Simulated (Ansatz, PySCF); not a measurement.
Potential energy curve for LiBr, singlet.

RMP2/6-31G* = PySCF with restricted MP2 (frozen core)/6-31G*, spherical d; UKS-B3LYP/6-31G* = unrestricted B3LYP/6-31G*, spherical d (PySCF); UKS-B3LYP = unrestricted B3LYP/aug-cc-pVTZ in Ansatz (a first-principles code); RKS-B3LYP = Ansatz with restricted B3LYP/aug-cc-pVTZ.

Energies are in mEh, each relative to the lowest point of its own curve near equilibrium.

| R / Å | RMP2/6-31G* | UKS-B3LYP/6-31G* | UKS-B3LYP | RKS-B3LYP |
|---|---|---|---|---|
| 1.75 | 52.1 | 49.4 | 45.1 | 45.1 |
| 1.86 | 25.8 | 23.9 | 21.2 | 21.2 |
| 1.96 | 11.5 | 10.3 | 8.7 | 8.7 |
| 2.07 | 3.1 | 2.5 | 1.8 | 1.8 |
| 2.13 | 0.9 | 0.6 | 0.3 | 0.3 |
| 2.17 | 0.1 | 0.0 | 0.0 | 0.0 |
| 2.25 | 0.0 | 0.2 | 0.6 | 0.6 |
| 2.30 | 0.7 | 1.0 | 1.7 | 1.7 |
| 2.40 | 3.6 | 4.0 | 5.1 | 5.1 |
| 2.50 | 7.9 | 8.3 | 9.6 | 9.6 |
| 2.71 | 19.5 | 19.5 | 21.0 | 21.0 |
| 2.98 | 36.4 | 35.6 | 36.9 | 36.9 |
| 3.23 | 51.8 | 50.1 | 51.2 | 51.2 |
| 3.62 | 73.7 | 70.4 | 71.1 | 71.1 |
| 3.94 | 89.1 | 84.4 | 84.7 | 84.7 |
| 4.34 | 105.4 | 98.6 | 98.7 | 98.7 |
| 4.74 | 118.8 | 108.2 | 108.8 | 109.5 |
| 5.36 | 135.3 | 117.3 | 118.4 | 121.5 |
| 5.80 | 144.6 | 121.5 | 122.7 | 127.4 |
| 6.45 | 155.7 | 125.6 | 127.1 | 133.8 |
| 7.48 | 167.9 | 129.3 | 131.1 | 140.1 |
| 8.70 | 175.6 | 131.8 | 133.8 | 144.7 |

At the longest distance, 8.70 Å, RMP2/6-31G* lies highest above its minimum (175.6 mEh) and UKS-B3LYP/6-31G* lowest (131.8 mEh).

The restricted form behind RMP2/6-31G*, RKS-B3LYP keeps the bonding electrons paired and can't separate into open-shell fragments. The unrestricted determinant behind UKS-B3LYP/6-31G* is spin-contaminated at 4.34 to 8.70 Å (<S²> up to 0.6, against 0.00 for a pure singlet). The unrestricted determinant behind UKS-B3LYP is spin-contaminated at 4.74 to 8.70 Å (<S²> up to 0.6, against 0.00 for a pure singlet).
